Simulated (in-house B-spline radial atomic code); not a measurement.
Computed with a B-spline radial atomic code. Model: two electrons, singlet ground state, non-relativistic, full CI in B-splines with partial waves to l = 8 (at full coupling up to 3e-4 hartree above the limit, correlation up to 0.6 % small), density held at that of full coupling by Lieb maximisation.

W(λ) is the mean repulsion in the state of coupling λ less the Hartree energy of the fixed density. Its start is exact exchange, its initial slope is twice the second-order Görling-Levy correlation energy, and its area from 0 to 1 is E_xc. A straight curve means weak, dynamic correlation, and a curve that drops fast and flattens means strong correlation.

Command:
```bash
python run_ac.py task.json out
```
Settings (lengths in bohr, energies in hartree):
```
potential              ball
strength               1
lmax                   8
wall_radius            0.736
```

Time taken, with all properties: 4.6 s on 1 thread of Intel(R) Xeon(R) Processor @ 2.30GHz (shared host).

**W = mean repulsion less Hartree energy, and W of three functionals.**

Given: confinement empty hard sphere; hard wall radius 0.736 bohr; external potential zero inside.

Computed: LDA exchange minus exact 321.75 millihartree; PBE exchange minus exact 101.24 millihartree.

```json
{"coupling": "0", "W xc (hartree)": "-2.3985", "W xc minus exchange (millihartree)": "0", "kinetic minus Kohn-Sham (millihartree)": "0", "LDA (PW92) W minus its exchange (millihartree)": "0", "PBE W minus its exchange (millihartree)": "0", "SCAN W minus its exchange (millihartree)": "0"}
{"coupling": "0.02", "W xc (hartree)": "?", "W xc minus exchange (millihartree)": "?", "kinetic minus Kohn-Sham (millihartree)": "?", "LDA (PW92) W minus its exchange (millihartree)": "?", "PBE W minus its exchange (millihartree)": "?", "SCAN W minus its exchange (millihartree)": "?"}
{"coupling": "0.05", "W xc (hartree)": "-2.404", "W xc minus exchange (millihartree)": "-5.533", "kinetic minus Kohn-Sham (millihartree)": "0.1", "LDA (PW92) W minus its exchange (millihartree)": "-29.94", "PBE W minus its exchange (millihartree)": "-9.98", "SCAN W minus its exchange (millihartree)": "-4.87"}
{"coupling": "0.12", "W xc (hartree)": "-2.4117", "W xc minus exchange (millihartree)": "-13.181", "kinetic minus Kohn-Sham (millihartree)": "0.8", "LDA (PW92) W minus its exchange (millihartree)": "-59.37", "PBE W minus its exchange (millihartree)": "-23.12", "SCAN W minus its exchange (millihartree)": "-11.54"}
{"coupling": "0.25", "W xc (hartree)": "-2.4256", "W xc minus exchange (millihartree)": "-27.085", "kinetic minus Kohn-Sham (millihartree)": "3.4", "LDA (PW92) W minus its exchange (millihartree)": "-102.62", "PBE W minus its exchange (millihartree)": "-45.67", "SCAN W minus its exchange (millihartree)": "-23.56"}
{"coupling": "0.4", "W xc (hartree)": "-2.4412", "W xc minus exchange (millihartree)": "-42.661", "kinetic minus Kohn-Sham (millihartree)": "8.4", "LDA (PW92) W minus its exchange (millihartree)": "-143.49", "PBE W minus its exchange (millihartree)": "-69.51", "SCAN W minus its exchange (millihartree)": "-36.95"}
{"coupling": "0.6", "W xc (hartree)": "-2.4612", "W xc minus exchange (millihartree)": "-62.678", "kinetic minus Kohn-Sham (millihartree)": "18.4", "LDA (PW92) W minus its exchange (millihartree)": "-189.5", "PBE W minus its exchange (millihartree)": "-98.55", "SCAN W minus its exchange (millihartree)": "-54.13"}
{"coupling": "0.8", "W xc (hartree)": "-2.4804", "W xc minus exchange (millihartree)": "-81.875", "kinetic minus Kohn-Sham (millihartree)": "31.8", "LDA (PW92) W minus its exchange (millihartree)": "-229.26", "PBE W minus its exchange (millihartree)": "-125.18", "SCAN W minus its exchange (millihartree)": "-70.61"}
{"coupling": "1", "W xc (hartree)": "-2.4988", "W xc minus exchange (millihartree)": "-100.29", "kinetic minus Kohn-Sham (millihartree)": "48.4", "LDA (PW92) W minus its exchange (millihartree)": "-264.64", "PBE W minus its exchange (millihartree)": "-149.86", "SCAN W minus its exchange (millihartree)": "-86.46"}
{"coupling": "1.4", "W xc (hartree)": "?", "W xc minus exchange (millihartree)": "?", "kinetic minus Kohn-Sham (millihartree)": "?", "LDA (PW92) W minus its exchange (millihartree)": "?", "PBE W minus its exchange (millihartree)": "?", "SCAN W minus its exchange (millihartree)": "?"}
{"coupling": "2", "W xc (hartree)": "-2.5804", "W xc minus exchange (millihartree)": "-181.93", "kinetic minus Kohn-Sham (millihartree)": "169.5", "LDA (PW92) W minus its exchange (millihartree)": "-402.46", "PBE W minus its exchange (millihartree)": "-252.98", "SCAN W minus its exchange (millihartree)": "-157.77"}
{"coupling": "3", "W xc (hartree)": "-2.6475", "W xc minus exchange (millihartree)": "-249.03", "kinetic minus Kohn-Sham (millihartree)": "336.2", "LDA (PW92) W minus its exchange (millihartree)": "-503.41", "PBE W minus its exchange (millihartree)": "-333.86", "SCAN W minus its exchange (millihartree)": "-218.47"}
{"coupling": "4.5", "W xc (hartree)": "-2.7277", "W xc minus exchange (millihartree)": "-329.24", "kinetic minus Kohn-Sham (millihartree)": "634.3", "LDA (PW92) W minus its exchange (millihartree)": "-618.1", "PBE W minus its exchange (millihartree)": "-429.78", "SCAN W minus its exchange (millihartree)": "-294.65"}
{"coupling": "7", "W xc (hartree)": "-2.8244", "W xc minus exchange (millihartree)": "-425.9", "kinetic minus Kohn-Sham (millihartree)": "1182.4", "LDA (PW92) W minus its exchange (millihartree)": "-754.8", "PBE W minus its exchange (millihartree)": "-548.42", "SCAN W minus its exchange (millihartree)": "-393.36"}
{"coupling": "10", "W xc (hartree)": "-2.9033", "W xc minus exchange (millihartree)": "-504.81", "kinetic minus Kohn-Sham (millihartree)": "1845.6", "LDA (PW92) W minus its exchange (millihartree)": "-869.77", "PBE W minus its exchange (millihartree)": "-650.95", "SCAN W minus its exchange (millihartree)": "-480.76"}
```

**Question.** What belongs in the row 0.02?

**Answer.** W xc (hartree): -2.4007; W xc minus exchange (millihartree): -2.22; kinetic minus Kohn-Sham (millihartree): 0; LDA (PW92) W minus its exchange (millihartree): -14.21; PBE W minus its exchange (millihartree): -4.06; SCAN W minus its exchange (millihartree): -1.97.

**Question.** What belongs in the row 1.4?

**Answer.** W xc (hartree): -2.5334; W xc minus exchange (millihartree): -134.93; kinetic minus Kohn-Sham (millihartree): 89.9; LDA (PW92) W minus its exchange (millihartree): -326.1; PBE W minus its exchange (millihartree): -194.61; SCAN W minus its exchange (millihartree): -116.46.

**Question.** What is the SCAN exchange minus exact?

**Answer.** -22.617 millihartree.

**Energy parts, natural occupations and partial-wave weights.**

Computed: total energy 20.5806 hartree; exchange energy -2.3985 hartree; correlation energy -0.051899 hartree; kinetic part of the DFT correlation energy 0.048393 hartree; kinetic part over minus potential part 0.48252; Hartree energy 4.797 hartree; Kohn-Sham kinetic 18.234 hartree.

```csv
natural,occupation of the shell (electrons)
s,1.9959
p,0.0038017
d,0.00017873
s,?
f,2.4378e-05
p,1.8582e-05
```

**Question.** What belongs in the row s?

**Answer.** occupation of the shell (electrons): 9.0006e-05.

```tsv
wave	weight
s	0.99798
p	?
d	9.1847e-05
f	1.2984e-05
g	2.9975e-06
```

**Question.** What belongs in the row p?

**Answer.** weight: 0.0019106.

**Question.** What is the initial slope twice GL2?

**Answer.** -0.11125 hartree.

**Question.** What is the Lieb Oxford ratio E_xc over LDA exchange?

**Answer.** 1.1799.

Half-way to full coupling W has made 53 % of its drop, against 50 % for a straight line, and second-order (GL2) theory, half the initial slope, overshoots the correlation energy by about 7 %: correlation is weak here. Over couplings 0 to 1 the errors in E_xc come to about +216 millihartree for LDA, +72 millihartree for PBE, -16 millihartree for SCAN, so SCAN is nearest. In LDA and PBE and SCAN the errors of exchange and correlation have opposite signs, so the sum is smaller than the larger of the two.
